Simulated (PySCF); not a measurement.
CH5BSe, SMILES CB[SeH]. The structure is a stationary point at PBE0-D3(BJ)/def2-SVP. One conformer was computed; it need not be the lowest.

Question: Give the equilibrium geometry at PBE0-D3(BJ)/def2-SVP (PySCF confirms it by a frequency run) as Cartesian coordinates in Å, and its point group. (An estimate is asked for; the answer gives what the named calculation found.)

Answer: Several could match; the one computed here: point group Cs.
```xyz
8

B     -0.6688     0.9954     0.0000
H     -1.8730     1.0856     0.0000
C      0.2542     2.2555     0.0000
H      0.0127     2.8809    -0.8775
H      0.0127     2.8809     0.8775
H      1.3353     2.0555     0.0000
Se     0.1026    -0.7615     0.0000
H     -1.1568    -1.5213     0.0000
```
